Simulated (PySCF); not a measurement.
Relaxation of singlet Li₂Te

Method: PBE0/[Te def2-TZVP with ECP28, Li def2-TZVP], scalar-relativistic core potentials, density fitting, no spin–orbit coupling, PySCF. A (50,194) grid was used.

A hand-made linear start, of D∞h symmetry, held to at least that symmetry:

```xyz
3
charge 0 multiplicity 1, angstrom
Te    0.0000    0.0000    0.0000
Li    0.0000    0.0000    2.6900
Li    0.0000    0.0000   -2.6900
```

Optimiser trace:
| step | E − E(last) (kJ/mol) | largest gradient (Eh/bohr) |
| --- | --- | --- |
| 0 | 42.31 | 0.02333 |
| 1 | 24.01 | 0.01912 |
| 2 | 0.13 | 0.00186 |
| 3 | 0.03 | 0.00082 |
| 4 | 0.00 | 0.00002 |

It ends at D∞h with Te–Li 2.382 Å (×2); Li–Te–Li 180.0°. A frequency run shows 2 imaginary modes (one degenerate set), down to 55i cm⁻¹, so it is a higher-order saddle point. Other isomers or separated fragments may lie lower.

Final geometry:
```xyz
3
charge 0 multiplicity 1, angstrom
Te    0.0000    0.0000    0.0000
Li    0.0000    0.0000    2.3821
Li    0.0000    0.0000   -2.3821
```

The relaxation took about 11 core-seconds on a shared host.
